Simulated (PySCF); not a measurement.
Precursor series Zr Cl-H. Isolated molecules, 0 K electronic values unless said otherwise.

The HOMO–LUMO gap from two functionals at the same geometries (r2SCAN-D4/def2-SVP), both in PySCF: PBE-D3(BJ)/def2-TZVP and TPSSh-D3(BJ)/def2-TZVP. 

```tsv
species	PBE-D3(BJ)/def2-TZVP (eV)	TPSSh-D3(BJ)/def2-TZVP (eV)
0 of 4 Cl replaced by H ([Zr(Cl)4])	4.82	5.83
1 of 4 Cl replaced by H ([Zr(Cl)3(H)])	4.21	5.41
2 of 4 Cl replaced by H ([Zr(Cl)2(H)2])	3.76	5.06
3 of 4 Cl replaced by H ([Zr(Cl)(H)3])	3.77	5.09
4 of 4 Cl replaced by H ([Zr(H)4])	3.70	5.07
```

Over these rows, drawn at random from the members with no instability flagged (it was tested for open shells, ions and some series alone), PBE minus TPSSh-D3(BJ): mean -1.24 eV, from -1.37 eV to -1.01 eV.
